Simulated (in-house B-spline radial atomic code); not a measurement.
**RPA and G0W0 on LC-wPBE: neutral barium**

Configuration [Xe] 6s2, mean-field start LC-wPBE. Computed with a B-spline radial code for spherical atoms: all electrons, scalar-relativistic (spin-free one-electron X2C), finite nucleus, each spin shell either full or empty, empty states to l = 9 with an (l + 1/2)⁻⁴ tail; G0W0 by contour deformation at full frequency.

Command:
```bash
python run_gw.py task.json out
```
Settings (radii: box in bohr, nucleus in fm):
```
Z                        56
electrons                56
configuration            [Xe] 6s2
hamiltonian              x2c
method                   lc_wpbe
lmax                     9
rms_radius               4.8378
spin_polarised           False
box_radius               40
intervals                72
ion_configuration        [Xe] 6s1
```

Run time, properties included: 19 s on 1 thread of Arm Neoverse N1 (shared host).

Energies (hartree):

```csv
term,value
mean-field total,-8134.31939
Hartree-Fock functional on these orbitals,-8131.64642
direct second order,-4.851
second-order exchange,1.3141
SOSEX correction,1.2297
```

Q: What is the RPA correlation energy, and what remains with SOSEX?

A: RPA gives -4.2752 hartree (-2.08 eV per electron); RPA + SOSEX gives -3.0455, and the second-order doubles -3.5369 hartree (no singles). SOSEX takes back 29 % of the RPA value.

Quasi-particle levels (eV):

| level | occupied | mean field | Σx - vxc | Σc | QP weight | G0W0 |
| --- | --- | --- | --- | --- | --- | --- |
| 6s | yes | -5.084 | 0.78 | ? | ? | ? |
| 5p | yes | -23.437 | -0.47 | -0.18 | 0.873 | -24.084 |

G0W0 = mean field + (Σx - vxc) + Σc, with Σc (partial-wave tail included) taken at the quasi-particle energy. Only the outer levels were computed. Levels of low weight are left out.

Q: Where does G0W0 put 6s?

A: At -5.320 eV, with Σc = -1.01 eV and a quasi-particle weight of 0.937. The tabulated removal energy is 5.212 eV (NIST, measured); the calculation leaves out spin-orbit coupling, Breit and QED terms, and what these don't explain is the method's own error.

Q: What does it cost to remove one electron (to [Xe] 6s1) by differences of total energies, each species on its own start (correlation terms add to the Hartree-Fock functional)?

A: LC-wPBE 4.921 eV, Hartree-Fock functional 4.261 eV, + RPA 5.125 eV, + RPA + SOSEX 4.925 eV, + second order 5.272 eV. Tabulated: 5.212 eV (NIST, measured); the calculation leaves out spin-orbit coupling, Breit and QED terms, and what these don't explain is the method's own error.
